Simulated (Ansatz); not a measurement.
Relaxation of F$_{2}$H$_{3}$NSi (7 atoms, charge 0, multiplicity 1), to a largest force component of 0.02 eV/Å in at most 40 steps.

The calculation used RKS B3LYP/6-31G* in Ansatz 0.2.0.

```xyz
7
Properties=species:S:1:pos:R:3
Si 0.000 0.000 0.000
N 0.000 0.000 1.820
H -0.877 -0.271 2.350
H 0.877 0.271 2.350
F 1.499 0.000 -0.529
F -0.749 1.297 -0.529
H -0.688 -1.191 -0.486
```

Task: Where does it end, and by what steps?

Result: The forces met the threshold. After 7 steps the energy has fallen by 0.384 eV; H4 moved furthest, 0.33 Å.

```
step  energy less start (eV)  largest force component (eV/Å)  accepted
   0                  0.0000                           3.375       yes
   1                 -0.2940                           1.877       yes
   2                 -0.3614                           0.300       yes
   3                 -0.3689                           0.138       yes
   4                 -0.3745                           0.082       yes
   5                 -0.3752                           0.378       yes
   6                 -0.3832                           0.081       yes
   7                 -0.3840                           0.014       yes
```

```xyz
7
Properties=species:S:1:pos:R:3
Si -0.003 -0.017 0.067
N 0.069 -0.098 1.764
H -0.719 -0.444 2.297
H 0.661 0.514 2.313
F 1.491 -0.049 -0.511
F -0.627 1.343 -0.520
H -0.808 -1.143 -0.436
```

The run took 34 s on 1 thread of Arm Neoverse N1 (shared host), peak memory 0.14 GiB.
